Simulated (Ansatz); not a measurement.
Arsine (`[AsH3]`). Total charge 0; spin multiplicity 1.

Cartesian coordinates in Å:
```
As -0.5666 0.0443 0.2849
H -0.3664 -0.4921 -1.1250
H 0.3434 1.2344 0.0182
H 0.5895 -0.7867 0.8220
```

Q: List the harmonic frequencies (cm⁻¹, unscaled) at PBE0-D4/def2-TZVP in Ansatz. (Estimate.)

A: Ansatz gave: 921, 1018, 1018, 2215, 2229, 2229.

Q: Is this a minimum?

A: Yes, all 6 modes are real.

Q: Give the ideal-gas thermochemistry at 298.15 K and 1 bar (rigid rotor, harmonic oscillator; point group C3v, symmetry number 3).

A: Zero-point energy 57.6 kJ/mol; H(298) − E = 67.8 kJ/mol; entropy 222.9 J/(mol·K), of which translation 163.2, rotation 58.4, vibration 1.3; G(298) − E = 1.4 kJ/mol.
